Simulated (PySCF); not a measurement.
PySCF 2.14 output of an unrestricted r2SCANh calculation on a single atom or ion in x2c-TZVPPall with one added diffuse shell each of s, p, d, f type (12s8p8d5f2g, 129 functions), with scalar relativity by spin-free X2C-1e:

```
SCF conv_tol = 1e-09
number electrons alpha = 34  beta = 27
    M. Bursch, H. Neugebauer, S. Ehlert, and S. Grimme.,  J. Chem. Phys. 156, 134105 (2022)
cycle= 1 E= -10426.164853564  delta_E= -0.0199  |g|= 0.111  |ddm|= 0.507
cycle= 2 E= -10426.1682877248  delta_E= -0.00343  |g|= 0.125  |ddm|= 0.46
cycle= 3 E= -10426.1725085515  delta_E= -0.00422  |g|= 0.0235  |ddm|= 0.295
cycle= 4 E= -10426.1751786259  delta_E= -0.00267  |g|= 0.0258  |ddm|= 0.307
cycle= 5 E= -10426.1714450882  delta_E= 0.00373  |g|= 0.0265  |ddm|= 0.438
cycle= 6 E= -10426.1739824393  delta_E= -0.00254  |g|= 0.0282  |ddm|= 0.297
cycle= 7 E= -10426.1668001374  delta_E= 0.00718  |g|= 0.0288  |ddm|= 0.828
cycle= 8 E= -10426.1640991651  delta_E= 0.0027  |g|= 0.0299  |ddm|= 0.491
cycle= 9 E= -10426.1637811548  delta_E= 0.000318  |g|= 0.0312  |ddm|= 0.279
cycle= 10 E= -10426.1638737124  delta_E= -9.26e-05  |g|= 0.0275  |ddm|= 0.12
cycle= 11 E= -10426.1645759811  delta_E= -0.000702  |g|= 0.0207  |ddm|= 0.263
cycle= 12 E= -10426.1647452758  delta_E= -0.000169  |g|= 0.0217  |ddm|= 0.158
cycle= 13 E= -10426.1646441446  delta_E= 0.000101  |g|= 0.0295  |ddm|= 0.0506
cycle= 14 E= -10426.1643324724  delta_E= 0.000312  |g|= 0.00988  |ddm|= 0.266
cycle= 15 E= -10426.164275781  delta_E= 5.67e-05  |g|= 0.00505  |ddm|= 0.0946
cycle= 16 E= -10426.1642431878  delta_E= 3.26e-05  |g|= 0.0048  |ddm|= 0.0466
cycle= 17 E= -10426.1642400762  delta_E= 3.11e-06  |g|= 0.00158  |ddm|= 0.0512
cycle= 18 E= -10426.1642403822  delta_E= -3.06e-07  |g|= 0.000387  |ddm|= 0.0187
cycle= 19 E= -10426.1642404525  delta_E= -7.03e-08  |g|= 0.000173  |ddm|= 0.00333
cycle= 20 E= -10426.1642405295  delta_E= -7.71e-08  |g|= 0.000126  |ddm|= 0.00291
cycle= 21 E= -10426.1642405341  delta_E= -4.59e-09  |g|= 0.000113  |ddm|= 0.000199
cycle= 22 E= -10426.1642405135  delta_E= 2.07e-08  |g|= 9.87e-05  |ddm|= 0.000665
cycle= 23 E= -10426.1642404272  delta_E= 8.62e-08  |g|= 4.03e-05  |ddm|= 0.00293
cycle= 24 E= -10426.1642404139  delta_E= 1.34e-08  |g|= 4.01e-06  |ddm|= 0.00156
cycle= 25 E= -10426.1642404138  delta_E= 1.22e-10  |g|= 1.05e-06  |ddm|= 0.00014
converged SCF energy = -10426.1642404138  <S^2> = 15.753473  2S+1 = 8.0008683
```

The run itself started from symmetry-adapted Hartree-Fock orbitals and held the occupation by maximum overlap, on a logarithmic radial grid, so the iterations belong to that start.

Question: Which element, charge and spin multiplicity is this?

Answer: Sm⁺ (samarium, charge +1), multiplicity 8; the state was [Xe] 4f5 6s1 6p1, one real determinant (an excited configuration).

⟨L²⟩ = 26.20 against 42 for a pure I term, so this real determinant mixes terms. Spin-orbit coupling, absent here, splits the open shell strongly.
